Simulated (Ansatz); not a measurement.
C₅H₃F, SMILES C#CC(F)=C=C.

Coordinates come from a B3LYP-D3(BJ)/def2-SVP optimisation. This is a generated structure with no PubChem entry under its InChIKey; it may be hypothetical.

Two levels are set side by side: PBE/def2-SVPD (Ansatz, a first-principles code) and PBE0/def2-SVPD (Ansatz). Energy differences of separate SCF runs at the same geometry; the states with an electron removed or added have multiplicity 2 and 2. Differences are taken from unrounded values.

```tsv
quantity	PBE0	PBE	PBE minus PBE0
vertical ionisation energy (eV)	9.17	9.02	-0.15
vertical singlet–triplet gap (eV)	3.53	3.50	-0.03
```

Here PBE gives about what the other level gives.
